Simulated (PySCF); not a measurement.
Sm(58+): ionisation energy

Sm(58+) [He] 2s2 → Sm(59+) [He] 2s1 [2s1/2^1, M_J = 1/2], as a difference of total energies. All numbers are calculated (PySCF 2.14, the two-component X2C-1e Hamiltonian, in an uncontracted even-tempered set (17 s from 40 bohr⁻², ratio 2.4; 13 p from 51 bohr⁻², ratio 2.4; 5 d from 160 bohr⁻², ratio 2.6; 4 f from 240 bohr⁻², ratio 2.6)). Correlated levels: nothing frozen; the 32 highest virtual spinors dropped. "Screened" scales the spin-orbit matrix elements by Boettger's factors to mimic the two-electron term; Breit and QED terms are absent.

```
                    method  ionisation energy (eV)
          GMP2 (spin-free)                 13012.3
 GHF (screened spin-orbit)                 13007.0
GMP2 (screened spin-orbit)                 13013.5
```

Q: How much does correlation contribute at GMP2 (screened spin-orbit)?

A: 13013.5 − (13007.0) = 6.5 eV, measured against GHF (screened spin-orbit).

For this ion Breit and QED terms and the two-electron picture change, all absent here, outweigh the correlation shift from GHF to GMP2.

For comparison: 12992 ± 6 eV (theoretical estimate listed by NIST; NIST Atomic Spectra Database, ionization energies).
